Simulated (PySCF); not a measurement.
A calculated (MN15, PySCF 2.14, cc-pVTZ-DK, scalar relativity by spin-free X2C-1e) atom or ion has these occupied shells.

```json
{"shell": "1s α", "electrons": "1", "orbital energy (eV)": "-216.08", "rms radius, mean of both spins (bohr)": "0.383"}
{"shell": "1s β", "electrons": "1", "orbital energy (eV)": "-215.67", "rms radius, mean of both spins (bohr)": "0.383"}
{"shell": "2s α", "electrons": "1", "orbital energy (eV)": "-34.261", "rms radius, mean of both spins (bohr)": "1.76"}
```

Q: Name the element and its charge.

A: B²⁺ (boron, charge +2), in [He] 2s1, 2S determinant.
